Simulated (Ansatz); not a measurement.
Consider the hydrogen abstraction from the In–H bond: `[Cl][InH2]` + `[SiH3]`• → `[Cl][InH]`• + SiH₄.

Gas-phase electronic energies from Ansatz, PBE0-D4/def2-TZVP geometries. CBS: MP2 limit from def2 TZ/QZ plus the TZ coupled-cluster correction, frozen cores. This one scheme is used for every species. Functionals use def2-TZVPP. Open shells (•) are unrestricted, without spin–orbit coupling. Elements past krypton have def2 core potentials. For In outer-core shells are correlated without core-valence functions, which leaves a few kJ/mol of doubt a bond.

`[Cl][InH2]`:

Cartesian coordinates in Å:
```
Cl -1.493 1.411 -0.347
In 0.186 -0.176 0.043
H 1.668 0.539 0.490
H -0.362 -1.774 -0.187
```

`[SiH3]`•:

Cartesian coordinates in Å:
```
Si 0.013 0.222 0.254
H 0.664 0.848 -0.926
H -1.419 -0.073 -0.015
H 0.742 -0.997 0.688
```

`[Cl][InH]`•:

Z-matrix (Å, degrees):
```
In
Cl 1 2.365
H 1 1.773 2 115.3
```

SiH₄:

Z-matrix (Å, degrees):
```
Si
H 1 1.485
H 1 1.485 2 109.5
H 1 1.485 2 109.5 3 -120.0
H 1 1.485 2 109.5 3 120.0
```

```
     species  PBE0 energy (Eh)
`[Cl][InH2]`        -651.42450
   `[SiH3]`•        -291.10927
`[Cl][InH]`•        -650.81348
        SiH₄        -291.75661
```

(1) Work out ΔE.

Largest T1 diagnostic among the species: 0.018.

Results:

(1) ΔE = (-650.81348) + (-291.75661) − (-651.42450) − (-291.10927) = -0.03632 Eh = -0.99 eV. CCSD(T)/CBS gives -1.00 eV.

From PBE to PBE0 (25 % exact exchange), in def2-TZVPP and without D4, ΔE moves by +0.04 eV. Leaving LDA and LC-ωPBE aside and taking each functional with its dispersion term where it has one, the values, not all of them listed here, spread over 0.22 eV, from BLYP-D4 to B97M-V.
